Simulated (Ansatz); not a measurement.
Input (CCSDT(Q)/def2-SVP; Ansatz, a program for electronic structure):

Ansatz 0.2 input:
```yaml
crystal:
  periodic: [false, false, false]
  atoms:
    - {symbol: Cd, position_ang: [-0.25109247, -0.79782338, -0.38106613]}
    - {symbol: Cl, position_ang: [1.30828566, 1.28674475, -0.42634009]}
    - {symbol: Cl, position_ang: [-0.59931869, 0.96593302, 1.50229152]}
basis:
  gaussian:
    orbitals: def2-SVP
magnetization: {spin_polarized: true, initial_magnetization: 2}
correlation: {method: ccsdt_q, electrons: outside_noble_gas}
```

Output:

```
Functional definition: HF
integrals: 0.09 GiB planned
1142 factors; integrals over basis functions are off by at most 1.4e-7 eV
mean field: 0.41 GiB planned
mean field evaluation 1: about -29537.9040 eV, gradient 8.9e0 eV
mean field evaluation 2: about -29538.1060 eV, gradient 9.1e0 eV
mean field evaluation 4: about -29539.0401 eV, gradient 1.5e0 eV
mean field evaluation 8: about -29539.0908 eV, gradient 2.3e-1 eV
mean field evaluation 16: about -29537.9039 eV, gradient 8.9e0 eV
mean field evaluation 32: about -29539.0284 eV, gradient 7.1e-1 eV
mean field evaluation 64: about -29537.2157 eV, gradient 3.3e0 eV
mean field evaluation 96: about -29534.9079 eV, gradient 2.7e-1 eV
mean field evaluation 128: about -29537.4255 eV, gradient 4.1e-4 eV
mean field evaluation 160: about -29535.9284 eV, gradient 2.1e-1 eV
mean field -29539.09203175 eV, -1085.5416098510 hartree, gradient 7.3e-6 eV, S^2 2.020725; 10 other end points of the search recorded, 0 dependent functions left out
determinant -29539.09203175 eV, -1085.5416098510 hartree, with singles and doubles -29553.73392690 eV, -1086.0796895734 hartree
determinant -29537.42549380 eV, -1085.4803657110 hartree, with singles and doubles -29552.17847914 eV, -1086.0225279222 hartree
determinant -29537.42166242 eV, -1085.4802249105 hartree, with singles and doubles -29552.26462455 eV, -1086.0256937077 hartree
determinant -29536.33573045 eV, -1085.4403176464 hartree, with singles and doubles -29551.33565286 eV, -1085.9915546279 hartree
determinant -29535.92923450 eV, -1085.4253791960 hartree, with singles and doubles -29550.91410410 eV, -1085.9760629965 hartree
14 core orbitals not correlated
reference -29539.09203175 eV, -1085.5416098510 hartree; 14, 12 occupied and 39, 41 virtual orbitals, 1142 factors
second order -14.16543273 eV of doubles, -0.00000000 eV of singles
coupled cluster: 7.72 GiB planned
cycle   1  -14.32259959 eV  change   -4.0e-1 eV  update   8.5e-2
cycle   2  -14.78603141 eV  change   -4.6e-1 eV  update   3.9e-2
cycle   3  -14.97857764 eV  change   -1.9e-1 eV  update   2.6e-2
cycle   4  -14.96080868 eV  change    1.8e-2 eV  update   1.2e-2
cycle   5  -14.96171342 eV  change   -9.0e-4 eV  update   6.6e-3
cycle   6  -14.96630874 eV  change   -4.6e-3 eV  update   3.4e-3
cycle   7  -14.97000529 eV  change   -3.7e-3 eV  update   1.9e-3
cycle   8  -14.97063568 eV  change   -6.3e-4 eV  update   1.0e-3
cycle   9  -14.97025971 eV  change    3.8e-4 eV  update   6.3e-4
cycle  10  -14.96962221 eV  change    6.4e-4 eV  update   4.2e-4
cycle  11  -14.96995602 eV  change   -3.3e-4 eV  update   3.1e-4
cycle  12  -14.97014351 eV  change   -1.9e-4 eV  update   2.1e-4
cycle  13  -14.97014306 eV  change    4.5e-7 eV  update   1.3e-4
cycle  14  -14.97014459 eV  change   -1.5e-6 eV  update   6.7e-5
cycle  15  -14.97011942 eV  change    2.5e-5 eV  update   3.2e-5
cycle  16  -14.97012436 eV  change   -4.9e-6 eV  update   1.6e-5
cycle  17  -14.97013295 eV  change   -8.6e-6 eV  update   8.2e-6
cycle  18  -14.97013633 eV  change   -3.4e-6 eV  update   4.9e-6
cycle  19  -14.97013725 eV  change   -9.2e-7 eV  update   2.8e-6
perturbative correction -0.02698950 eV, -0.0009918460 hartree
WARN: these amplitudes may be one of several solutions (largest doubles amplitude 0.08, level shift 0.83 eV)
Total energy: -29554.08915850 eV, -1086.0927440938 hartree
```

This triplet is an excited state, 3.3 eV above the singlet at CCSD(T)/def2-QZVPP (Ansatz).

The run carries these doubts: other roots.
